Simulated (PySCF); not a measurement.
Identify the unknown among the candidates.

| technique | computed result |
| --- | --- |
| Triplet | lowest triplet excitation (Tamm–Dancoff): 4.35 eV [TDA B3LYP/def2-SVPD] |
| Dipole | 2.26 D [B3LYP/def2-SVPD] |
| Polarisability | 77.3 au [B3LYP/def2-SVPD] |
| Rotational structure | rotational constants A, B, C: 3.669, 1.615, 1.367 GHz [GFN2-xTB] |
| UV, first state | lowest singlet excitation: 5.04 eV (246 nm, f = 0.003) [TDDFT B3LYP/def2-SVPD] |
| UV, strongest line | among the 8 lowest singlet transitions: S8 at 7.61 eV (163 nm, f = 0.234) [TDDFT B3LYP/def2-SVPD] |

Electronic properties: PySCF, gas phase, density fitting. Levels stand in brackets. One conformer (not necessarily the lowest) at the GFN2-xTB geometry, without solvent, vibrations or thermal averaging.

Problem. Which candidate is it?
A. `CC[C@@H]1C=NC[C@@H]1F`
B. `C[C@@H](F)C[C@@H](C)C#N`
C. `CC1=NC[C@H](F)CC1`

Solution. C. It is `CC1=NC[C@H](F)CC1`. Numbering: `[CH3:1][C:2]1=[N:3][CH2:4][C@H:5]([F:6])[CH2:7][CH2:8]1`. Its formula, C6H10FN, gives 2 degrees of unsaturation: 1 ring and 1 π bond in the structure found. The optimised geometry has point group C1 and is an asymmetric top.

The others, at the same levels:
- `CC[C@@H]1C=NC[C@@H]1F` fails: its computed lowest singlet excitation is 5.27 eV (235 nm, f = 0.002) (against 5.04 eV), rotational constant A is 3.477 GHz (against 3.669 GHz) and smallest rotational constant is 1.281 GHz (against 1.367 GHz).
- `C[C@@H](F)C[C@@H](C)C#N` fails: its computed lowest singlet excitation is 7.81 eV (159 nm, f = 0.004) (against 5.04 eV), lowest triplet excitation (Tamm–Dancoff) is 6.55 eV (against 4.35 eV) and strongest line among the 8 lowest singlet transitions is S5 at 8.55 eV (145 nm, f = 0.041) (against S8 at 7.61 eV).

Each candidate is one conformer, not necessarily the lowest. The conformers computed, where there is a choice (atom-mapped SMILES and torsion angles):
- `[CH3:1][C@@H:2]([F:3])[CH2:4][C@@H:5]([CH3:6])[C:7]#[N:8]`: C1–C2–C4–C5 177°, C2–C4–C5–C6 174°

The conformers of `CC1=NC[C@H](F)CC1` and `CC[C@@H]1C=NC[C@@H]1F` aren't listed.
